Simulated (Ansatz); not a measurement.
Basis sets compared for PAsAsSb tetrahedron (SbAs2P). Total charge 0; singlet. Geometry r2SCAN-D4/def2-SVP. Ansatz on 4 threads of Intel Xeon on a shared host; times are rough, and most runs start from earlier orbitals.

```xyz
4

P     0.432   -0.074   -1.362
As    1.242   -0.125    0.841
As   -0.857   -1.216    0.233
Sb   -0.818    1.414    0.287
```

In the def2 sets Sb takes a core potential; there is no spin–orbit coupling.

Binding counts from free atoms (P quartet, As quartet, Sb quartet) in the same basis, without a counterpoise term.

```
           level  functions  energy (Eh)  HOMO (eV)  LUMO (eV)  binding per atom (eV)  wall time
 PBE-D4/def2-SVP        108   -5051.9908      -5.88      -2.07                   2.80      2.5 s
PBE0-D4/def2-SVP        108   -5052.1449      -6.83      -1.46                   2.56        5 s
```

Question: Estimate the rows for PBE-D4/def2-TZVP, PBE0-D4/def2-TZVP (with forces).

Answer: 
| level | functions | energy (Eh) | HOMO (eV) | LUMO (eV) | binding per atom (eV) | wall time |
| --- | --- | --- | --- | --- | --- | --- |
| PBE-D4/def2-TZVP | 183 | -5052.6745 | -5.88 | -2.15 | 2.88 | 9 s |
| PBE0-D4/def2-TZVP (with forces) | 183 | -5052.8275 | -6.78 | -1.50 | 2.66 | 25 s |
